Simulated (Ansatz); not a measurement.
`[SiH3]C1(Cl)O[SiH2]1`, relaxed with RKS PBE0-D4/def2-TZVP in the Gaussian-basis code of Ansatz from a PBE-D4/def2-SVP geometry. The force threshold is 0.005 eV/Å; the program also tests the step.

Total charge 0; spin multiplicity 1.

Start:

```xyz
10

Si    0.477   -1.331    0.789
C    -0.464   -0.097   -0.309
Cl   -1.443   -0.985   -1.564
O    -1.202    0.929    0.374
Si   -0.031    1.668   -0.666
H     1.328   -0.544    1.748
H     1.350   -2.193   -0.075
H    -0.504   -2.175    1.552
H    -0.570    2.323   -1.893
H     1.059    2.404    0.045
```

| step | energy (eV) | largest force (eV/Å) | largest move (Å) |
| --- | --- | --- | --- |
| 1 | -31430.6081 | 1.104 | 0.000 |
| 2 | -31430.6618 | 0.730 | 0.027 |
| 3 | -31430.6846 | 0.239 | 0.024 |
| 4 (rejected) | -31430.6667 | 0.616 | 0.038 |
| 5 | -31430.6876 | 0.062 | 0.013 |
| 6 | -31430.6879 | 0.030 | 0.005 |
| 7 | -31430.6880 | 0.009 | 0.010 |
| 8 | -31430.6881 | 0.005 | 0.007 |

End:

```xyz
10

Si    0.474   -1.311    0.780
C    -0.450   -0.109   -0.330
Cl   -1.432   -0.965   -1.546
O    -1.191    0.928    0.360
Si   -0.053    1.639   -0.637
H     1.305   -0.514    1.718
H     1.342   -2.166   -0.066
H    -0.494   -2.145    1.535
H    -0.558    2.302   -1.854
H     1.056    2.341    0.040
```

Run time 14 s (4 threads of an AMD EPYC 9R45 on a shared host); peak host memory 0.61 GiB.
